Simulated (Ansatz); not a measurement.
Reaction (formal hydrolysis of the Si–F bond): `BN[SiH2]F` + H₂O → `BN[SiH2]O` + H–F

Isolated molecules relaxed with PBE0-D4/def2-TZVP in Ansatz; ΔE leaves out vibrations. CBS: MP2 limit from def2 TZ/QZ plus the TZ coupled-cluster correction, frozen cores. This one scheme is used for every species. Functionals use def2-TZVPP. B3LYP here is the variant with VWN-RPA as its local correlation; programs differ in this. Each species was taken in one conformer, which may not be the lowest.

| level | ΔE (kJ/mol) | difference from CCSD(T)/CBS |
| --- | --- | --- |
| revPBE-D4 | 38.8 | -4.1 |
| BLYP-D4 | 43.5 | 0.6 |
| r2SCAN0-D4 | 42.9 | 0.0 |
| CAM-B3LYP-D4 | 44.8 | 1.9 |
| ωB97M-V | 43.4 | 0.5 |
| B2PLYP | 44.5 | 1.6 |
| B3LYP | 46.5 | 3.6 |
| CAM-B3LYP | 46.4 | 3.5 |
| LC-ωPBE | 43.5 | 0.6 |
| RPA@PBE/def2-TZVPP | 42.4 | -0.5 |
| CCSD/def2-SVP | 43.8 | 0.9 |
| HF/def2-TZVPP | 50.2 | 7.3 |
| SCS-MP2/def2-TZVPP | 42.5 | -0.4 |
| MP2/def2-QZVPP | 41.3 | -1.6 |
| SCS-MP2/def2-QZVPP | 43.8 | 0.9 |
| HF/CBS(def2) | 51.9 | 9.0 |
| CCSD(T)/CBS | 42.9 | 0 |

Largest T1 diagnostic among the species: 0.012.

Leaving LDA and LC-ωPBE aside and taking each functional with its dispersion term where it has one, the values, not all of them listed here, spread over 7.1 kJ/mol, from revPBE-D4 to B97M-V. LDA lies −5.1 kJ/mol from PBE without D4. In def2-TZVPP, CCSD(T) changes the Hartree–Fock value by −8.9 kJ/mol (the triples alone add −1.4 kJ/mol) and MP2 by −10.3 kJ/mol.
